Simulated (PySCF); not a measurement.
# C₅H₁₂N₂O₂Si: full NMR table

- Formula: C5H12N2O2Si
- SMILES: CC(=O)O[C@@H]1CC[Si]1(N)N
- InChI: InChI=1S/C5H12N2O2Si/c1-4(8)9-5-2-3-10(5,6)7/h5H,2-3,6-7H2,1H3/t5-/m0/s1
- Point group of the computed structure: C1
- Degrees of unsaturation: 2
- Carbon signals: 5
- Proton signals: 8

Atoms are numbered as in `[CH3:1][C:2](=[O:3])[O:4][C@@H:5]1[CH2:6][CH2:7][Si:8]1([NH2:9])[NH2:10]`; H(Xn) means a hydrogen on atom n. Ha(C6), Ha(C7) are cis to O4 on the ring; Hb(C6), Hb(C7) are trans to O4 on the ring.

[PySCF 2.14: GFN2-xTB geometry; PBE0/pcSseg-1 with gauge-including orbitals; averaged over atoms made equivalent by symmetry, fast rotation or ring inversion; one computed conformer; no solvent model; non-relativistic]

Scale: 1H (σref 31.72), 13C (σref 186.93), 29Si (σref 349.16) vs TMS; NH3 for 15N (σref 267.73); H2O for 17O (σref 336.08) (reference shieldings calculated alike).

| carbon | δC, type | δH (multiplicity) | HMBC from (2–3 bonds) | span of the C tensor (ppm) |
| --- | --- | --- | --- | --- |
| C1 | 23.3, CH3 | 2.05 (s) | – | 52 |
| C2 | 176.6, C | – | H(C5), H(C1) | 162 |
| C5 | 82.8, CH | 4.17 (m) | Hb(C6), Ha(C6), Ha(C7), Hb(C7) | 75 |
| C6 | 22.4, CH2 | Ha(C6) 1.49 (m); Hb(C6) 2.32 (m) | H(C5), Ha(C7), Hb(C7) | 25 |
| C7 | 21.7, CH2 | Ha(C7) 1.34 (m); Hb(C7) 1.30 (m) | H(C5), Hb(C6), Ha(C6) | 57 |

Other nuclei:
```tsv
atoms	nucleus	environment	δ (ppm)	σ (ppm)
H(N9)	1H	hydrogen on a nitrogen bonded to Si	0.88	30.84
H(N10)	1H	hydrogen on a nitrogen bonded to Si	0.14	31.58
Si8	29Si	silicon bonded to 2 C, 2 N, in a 4-membered ring	-5.0	354.2
N9	15N	nitrogen bonded to Si, 2 H	26.0	241.8
N10	15N	nitrogen bonded to Si, 2 H	13.6	254.2
O3	17O	ester carbonyl oxygen	444.7	-108.6
O4	17O	ester alkoxy oxygen	233.1	102.9
```

1. Carbon types of the structure: 1 × C, 1 × CH, 2 × CH2, 1 × CH3, leaving 4 H on heteroatoms.
2. δC 176.6: ester carbonyl carbon; it is a carbonyl in resonance with an O or N lone pair, the region of acids, esters and amides.
3. δC 82.8: sp3 CH bonded to O and Si; the inductive effect lowers its shielding.
4. δC 23.3: methyl carbon α to a carbonyl; α to the electron-withdrawing carbonyl group.
5. δC 22.4: sp3 CH2 in a ring; a saturated carbon with 2 carbon neighbours and no heteroatom attached.
6. δH 0.88, 0.14: hydrogen on a nitrogen bonded to Si; labile proton, position sensitive to the medium.

OH/NH shifts are gas-phase values; hydrogen bonding in solution moves them, usually downfield. Shifts are as computed. Against solution values, carbons near 30 ppm lie about +3 ppm off and those near 130 ppm about +5 ppm. Of 1211 compounds with measured shifts, 218 miss one by over three times the rms of a fit or turn the order of signals round; such compounds aren't used in these exercises. Unscaled 17O shifts of doubly bonded oxygen tend to come out too high, by tens of ppm or more. Experimental scales use liquid or dissolved standards, which lie at an offset from isolated NH3 (liquid NH3: subtract about 20 ppm) and H2O (liquid H2O: subtract about 36 ppm). No couplings were computed; multiplicities are counted from neighbouring protons, with m where these are inequivalent, close in shift, in a saturated or five-membered ring or joined by F or P, and br s for small geminal =CH2 splittings.
